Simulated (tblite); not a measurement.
Species: C4H4BrNO2.
Atom-mapped SMILES: `[CH3:1][O:2][c:3]1[o:4][cH:5][n:6][c:7]1[Br:8]` (hydrogens: H9, H10, H11 on C1; H12 on C5)

Computed with GFN2-xTB (tblite), gas phase: L-BFGS steps from a force-field or distance-geometry start until the largest atomic force falls under 0.01 eV/Å.

Geometry at step 4:
```
atom  x, y, z in Å
C1     -2.0612   -0.1846   -0.0828
O2     -1.0717    0.8292   -0.1671
C3      0.1831    0.4057   -0.0502
O4      0.4484   -0.9055    0.1375
C5      1.7895   -0.9869    0.2121
N6      2.3834    0.1512    0.1004
C7      1.3830    1.0641   -0.0699
Br8     1.7054    2.8795   -0.2815
H9     -2.0188   -0.6906    0.8833
H10    -1.9371   -0.9211   -0.8780
H11    -3.0247    0.3099   -0.1915
H12     2.2219   -1.9518    0.3616
```

Problem. Give the atomic forces at this geometry.

Solution. 
| atom | Fx (eV/Å) | Fy (eV/Å) | Fz (eV/Å) |
| --- | --- | --- | --- |
| C1 | -0.092 | 0.054 | 0.017 |
| O2 | -0.034 | 0.070 | -0.024 |
| C3 | -0.146 | -0.171 | 0.063 |
| O4 | -0.170 | -0.087 | -0.055 |
| C5 | 0.104 | 0.208 | 0.033 |
| N6 | -0.047 | -0.128 | -0.017 |
| C7 | 0.101 | -0.055 | 0.012 |
| Br8 | -0.008 | 0.078 | -0.015 |
| H9 | 0.025 | -0.023 | 0.047 |
| H10 | 0.038 | -0.036 | -0.053 |
| H11 | 0.084 | 0.083 | -0.011 |
| H12 | 0.146 | 0.008 | 0.003 |

The largest, 0.23 eV/Å, acts on C5 (C3 within 3 % of it); the rms over all components is 0.083 eV/Å. The forces sum to zero within rounding, as they must for an isolated molecule in no field.

Problem. Give the force on C5 in Eh/bohr and in nN.

Solution. 0.235 eV/Å ÷ 51.422 = 0.00457 Eh/bohr, and 0.235 eV/Å × 1.602 = 0.38 nN.

Problem. How far is this geometry from the end of the optimisation?

Solution. 0.012 eV above it, and 0.045 Å rms away after alignment. The bonds farthest from their final lengths, with half the difference of the two atoms' forces along the bond (positive lengthens):

```json
{"bond": "O4–C5", "now (Å)": "1.346", "final (Å)": "1.353", "force along bond (eV/Å)": "+0.13"}
{"bond": "C7–Br8", "now (Å)": "1.856", "final (Å)": "1.860", "force along bond (eV/Å)": "+0.06"}
{"bond": "C5–N6", "now (Å)": "1.289", "final (Å)": "1.285", "force along bond (eV/Å)": "-0.18"}
{"bond": "N6–C7", "now (Å)": "1.365", "final (Å)": "1.362", "force along bond (eV/Å)": "-0.03"}
{"bond": "C3–C7", "now (Å)": "1.369", "final (Å)": "1.371", "force along bond (eV/Å)": "+0.14"}
{"bond": "C1–H10", "now (Å)": "1.091", "final (Å)": "1.093", "force along bond (eV/Å)": "+0.06"}
```

The angle farthest from its final value is O2–C3–C7, 132.3° against 130.2°.

What follows is the cost of the whole relaxation. Hardware: an Intel Xeon at 2.50 GHz with one thread, shared host with 64 logical CPUs at a one-minute load of 53. Cost: 0.62 s wall.
